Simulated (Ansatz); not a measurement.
Conformers of CH4BFO (SMILES COBF), B3LYP-D3(BJ)/def2-TZVP minima from an xTB search, which can miss the lowest.
Conformer 1 (charge 0, multiplicity 1):
```
atom    x (Å)    y (Å)    z (Å)
----  -------  -------  -------
C     -1.0617   0.1229   0.1745
O      0.1740  -0.5322   0.4722
B      1.3277  -0.2566  -0.1519
F      1.3927   0.6716  -1.1151
H     -0.9452   0.8652  -0.6144
H     -1.7828  -0.6326  -0.1358
H     -1.4198   0.6060   1.0831
H      2.3151  -0.8444   0.1514
```
Conformer 2 (charge 0, multiplicity 1):
```xyz
8

C     -1.0659    -0.1225     0.0914
O      0.0349     0.6817    -0.3482
B      1.3068     0.2901    -0.1834
F      1.5909    -0.8785     0.4050
H     -1.0540    -1.0963    -0.3990
H     -1.0311    -0.2668     1.1717
H     -1.9762     0.4089    -0.1757
H      2.1946     0.9833    -0.5617
```

Correlated levels freeze the cores. MP2 and its Hartree–Fock in cc-pVQZ are density fitted.

Programs: Ansatz (Gaussian basis) for Hartree–Fock, density functionals and correlated methods. Values without a source in brackets are computed.

The energy of conformer 2 above conformer 1 is E(conformer 2) − E(conformer 1). Total energies (hartree):

```tsv
level	conformer 2	conformer 1
HF/cc-pVTZ	-239.3781065	-239.3780252
MP2/cc-pVTZ	-240.1395466	-240.1396043
HF/cc-pVQZ	-239.3964435	-239.3963432
MP2/cc-pVQZ	-240.2175904	-240.2176512
CCSD(T)/cc-pVTZ	-240.1878485	-240.1878838
```

**Question.** Work out the energy of conformer 2 above conformer 1 at the basis-set limit: extrapolate the MP2 correlation part as X⁻³, take Hartree–Fock from the larger set, and add the CCSD(T) − MP2 difference of cc-pVTZ.

**Answer.** 
1. Differences (1 hartree = 627.509 kcal/mol): HF/cc-pVTZ -0.051; MP2/cc-pVTZ 0.036; HF/cc-pVQZ -0.063; MP2/cc-pVQZ 0.038; CCSD(T)/cc-pVTZ 0.022.
2. Correlation parts, MP2 less HF: 0.087 in cc-pVTZ (X = 3), 0.101 in cc-pVQZ (X = 4).
3. Limit (4³·(0.101) − 3³·(0.087))/(4³ − 3³) = 0.111; with HF/cc-pVQZ it gives 0.048.
4. CCSD(T) less MP2 in cc-pVTZ: -0.014.
Result: 0.03 kcal/mol, against 0.04 at MP2/cc-pVTZ. It is an estimate of this method's limit, not of the exact value.

Ansatz is a quantum-chemistry and plane-wave program.
